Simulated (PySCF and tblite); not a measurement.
The numbers below are computed, except where a source is named.
System: 4-methoxypyridine n-oxide, C6H7NO2, numbered as in [CH3:1][O:2][c:3]1[cH:4][cH:5][n+:6]([O-:7])[cH:8][cH:9]1.

Motion: rotation about the C3–O2 bond (torsion C4–C3–O2–C1 from 0° to 180°, rising). GFN2-xTB gives an electronic barrier of 5.0 kcal/mol.

BHandHLYP/pcSseg-1 + D3(BJ) on GFN2-xTB geometries gives 2.8 kcal/mol and k(298 K) = 1.6×10¹¹ s⁻¹.

Question: What does BHandHLYP/pcSseg-1 + D3(BJ), IEF-PCM methanol give on GFN2-xTB geometries?

Answer: A barrier of 3.6 kcal/mol, 0.8 above the first DFT barrier (from unrounded values) and, with GFN2-xTB thermal terms, ΔG‡(298 K) = 3.4 kcal/mol and k = 4.2×10¹⁰ s⁻¹ (2 equivalent paths).

Programs: tblite and PySCF.
